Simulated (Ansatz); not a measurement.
Born–Oppenheimer molecular dynamics of CH2F2 + H4Si (10 atoms, charge 0, multiplicity 1). It starts from a relaxed structure.

All numbers below come from RKS r2SCANh/STO-3G in Ansatz 0.2.0.

```
ensemble        : NVT, Langevin thermostat
time step       : 0.25 fs
steps asked     : 600
set temperature : 300 K
friction        : 0.005 /fs
seed            : 894394
```

First frame:

```xyz
10
Properties=species:S:1:pos:R:3
Si 0.062 -0.113 -1.899
H 1.337 -0.208 -1.235
H -0.623 -1.377 -1.836
H 0.282 0.235 -3.280
H -0.734 0.915 -1.280
F -1.111 0.931 2.210
C -0.010 0.116 1.932
F -0.376 -0.836 0.973
H 0.843 0.743 1.540
H 0.329 -0.406 2.875
```

(1) What does the run give?

(2) What happens to the structure?

(3) How do temperature and energy run in time?

Results:

(1) The run went to its last step.

```
steps done                                               : 600
time covered                                             : 150 fs
mean temperature over the second half                    : 216 K
spread of the potential energy over the second half      : 3.3 meV per atom
mean potential energy of the second half above the start : 16.5 meV per atom
```

The mean temperature of the second half is 28 % below the set value. A run of 0.15 ps of so small a system gives no equilibrium averages. Limits of this set-up: minimal basis.

(2) The same pairs are bonded in the first frame and the last. Pairs count as bonded within 1.25 times the sum of covalent radii (0.12 Å more for H–H). This is one draw of velocities; another would differ in detail.

(3) 
```json
{"time (fs)": "0.0", "T (K)": "270", "potential energy less start (eV)": "0.000"}
{"time (fs)": "5.0", "T (K)": "211", "potential energy less start (eV)": "0.144"}
{"time (fs)": "10.0", "T (K)": "170", "potential energy less start (eV)": "0.172"}
{"time (fs)": "15.0", "T (K)": "141", "potential energy less start (eV)": "0.176"}
{"time (fs)": "20.0", "T (K)": "125", "potential energy less start (eV)": "0.200"}
{"time (fs)": "25.0", "T (K)": "187", "potential energy less start (eV)": "0.140"}
{"time (fs)": "30.0", "T (K)": "180", "potential energy less start (eV)": "0.160"}
{"time (fs)": "35.0", "T (K)": "156", "potential energy less start (eV)": "0.204"}
{"time (fs)": "40.0", "T (K)": "146", "potential energy less start (eV)": "0.189"}
{"time (fs)": "45.0", "T (K)": "133", "potential energy less start (eV)": "0.202"}
{"time (fs)": "50.0", "T (K)": "111", "potential energy less start (eV)": "0.210"}
{"time (fs)": "55.0", "T (K)": "127", "potential energy less start (eV)": "0.154"}
{"time (fs)": "60.0", "T (K)": "128", "potential energy less start (eV)": "0.149"}
{"time (fs)": "65.0", "T (K)": "150", "potential energy less start (eV)": "0.132"}
{"time (fs)": "70.0", "T (K)": "173", "potential energy less start (eV)": "0.125"}
{"time (fs)": "75.0", "T (K)": "192", "potential energy less start (eV)": "0.122"}
{"time (fs)": "80.0", "T (K)": "183", "potential energy less start (eV)": "0.169"}
{"time (fs)": "85.0", "T (K)": "208", "potential energy less start (eV)": "0.157"}
{"time (fs)": "90.0", "T (K)": "183", "potential energy less start (eV)": "0.196"}
{"time (fs)": "95.0", "T (K)": "216", "potential energy less start (eV)": "0.154"}
{"time (fs)": "100.0", "T (K)": "307", "potential energy less start (eV)": "0.075"}
{"time (fs)": "105.0", "T (K)": "230", "potential energy less start (eV)": "0.188"}
{"time (fs)": "110.0", "T (K)": "264", "potential energy less start (eV)": "0.209"}
{"time (fs)": "115.0", "T (K)": "268", "potential energy less start (eV)": "0.202"}
{"time (fs)": "120.0", "T (K)": "265", "potential energy less start (eV)": "0.187"}
{"time (fs)": "125.0", "T (K)": "243", "potential energy less start (eV)": "0.155"}
{"time (fs)": "130.0", "T (K)": "249", "potential energy less start (eV)": "0.128"}
{"time (fs)": "135.0", "T (K)": "179", "potential energy less start (eV)": "0.157"}
{"time (fs)": "140.0", "T (K)": "169", "potential energy less start (eV)": "0.164"}
{"time (fs)": "145.0", "T (K)": "158", "potential energy less start (eV)": "0.175"}
{"time (fs)": "150.0", "T (K)": "120", "potential energy less start (eV)": "0.191"}
```

The run took 17 min on 1 CPU thread of a shared host.
